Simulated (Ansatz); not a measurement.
S-phenylthianthrenium trifluoroacetate, `O=C([O-])C(F)(F)F.c1ccc([S+]2c3ccccc3Sc3ccccc32)cc1`. Charge 0, multiplicity 3. Geometry r2SCAN-D4/def2-SVP, that of the neutral singlet; atoms count from 1.

Cartesian coordinates in Å:
```
O -0.1283 -2.4986 2.1038
C 0.3422 -1.5798 2.7695
O 0.6626 -0.4041 2.3956
C 0.6222 -1.8056 4.2773
F 1.9415 -1.6861 4.5358
F -0.0166 -0.8904 5.0314
F 0.2364 -3.0152 4.6956
C 1.9747 3.7794 0.3560
C 0.8495 3.4891 -0.4244
C 0.3877 2.1757 -0.5269
C 1.0670 1.1669 0.1655
S 0.5597 -0.5524 0.0383
C 0.5563 -0.7114 -1.8004
C 1.4392 0.0072 -2.6151
C 1.5799 -0.3372 -3.9616
C 0.8417 -1.3982 -4.4954
C -0.0437 -2.1125 -3.6884
C -0.1817 -1.7821 -2.3314
S -1.2538 -2.7726 -1.3250
C -1.9782 -1.5308 -0.2935
C -3.3494 -1.6025 -0.0089
C -3.9347 -0.6690 0.8459
C -3.1652 0.3532 1.4113
C -1.7993 0.4375 1.1382
C -1.2220 -0.5081 0.2902
C 2.1814 1.4403 0.9624
C 2.6367 2.7590 1.0453
H 2.3320 4.8103 0.4329
H 0.3263 4.2880 -0.9574
H -0.4851 1.9369 -1.1408
H 2.0298 0.8265 -2.1982
H 2.2742 0.2253 -4.5916
H 0.9481 -1.6671 -5.5500
H -0.6416 -2.9297 -4.1017
H -3.9466 -2.3962 -0.4654
H -5.0030 -0.7388 1.0691
H -3.6224 1.0792 2.0886
H -1.1728 1.1885 1.6219
H 2.6490 0.6373 1.5346
H 3.5066 2.9882 1.6669
```

Single mean-field runs in def2-TZVP are fitted with def2-universal-jkfit. In the triplet geometry the species has come apart into loosely held pieces. At PBE0-D4/def2-TZVP a singlet of charge 0 lies 3.70 eV below the triplet at the same geometry.

**Question.** Estimate the Mulliken populations of the heavy atoms from the PBE0/def2-TZVP orbitals of Ansatz.

**Answer.** 
```csv
atom,charge (e),spin (α − β)
O1,-0.43,0.01
C2,0.32,0.00
O3,-0.52,0.01
C4,0.43,0.00
F5,-0.17,0.00
F6,-0.17,0.00
F7,-0.16,0.00
C8,-0.10,0.00
C9,-0.10,0.00
C10,-0.21,0.00
C11,0.12,0.01
S12,0.32,0.01
C13,0.09,0.48
C14,-0.20,-0.19
C15,-0.12,0.56
C16,-0.17,0.36
C17,-0.18,-0.11
C18,-0.04,0.52
S19,0.08,0.31
C20,0.08,0.01
C21,-0.19,0.03
C22,-0.10,-0.01
C23,-0.13,0.03
C24,-0.12,-0.01
C25,0.08,0.03
C26,-0.13,0.00
C27,-0.13,0.00
```
Mulliken values and Mayer orders depend strongly on the basis.

**Question.** Where does the spin sit?

**Answer.** Summed by element: O 0.02, C 1.70, F 0.00, S 0.33, H -0.05, of 2 unpaired in all. Largest on single atoms: C15 0.56, C18 0.52, C13 0.48.

**Question.** And the Mayer bond orders between bonded heavy atoms (over 0.3)?

**Answer.** O1–C2 1.82 (1.23 Å); C2–O3 1.45 (1.27 Å); C2–C4 0.97 (1.55 Å); C4–F5 1.13 (1.35 Å); C4–F6 1.14 (1.35 Å); C4–F7 1.17 (1.34 Å); C8–C9 1.40 (1.40 Å); C8–C27 1.41 (1.40 Å); C9–C10 1.41 (1.40 Å); C10–C11 1.34 (1.40 Å); C11–S12 0.91 (1.80 Å); C11–C26 1.41 (1.40 Å); S12–C13 0.92 (1.85 Å); S12–C25 0.99 (1.80 Å); C13–C14 1.36 (1.40 Å); C13–C18 0.98 (1.40 Å); C14–C15 1.43 (1.40 Å); C15–C16 1.03 (1.40 Å); C16–C17 1.60 (1.39 Å); C17–C18 1.22 (1.40 Å); C18–S19 1.26 (1.77 Å); S19–C20 1.04 (1.77 Å); C20–C21 1.36 (1.40 Å); C20–C25 1.28 (1.40 Å); C21–C22 1.42 (1.39 Å); C22–C23 1.40 (1.40 Å); C23–C24 1.41 (1.40 Å); C24–C25 1.37 (1.40 Å); C26–C27 1.43 (1.40 Å).
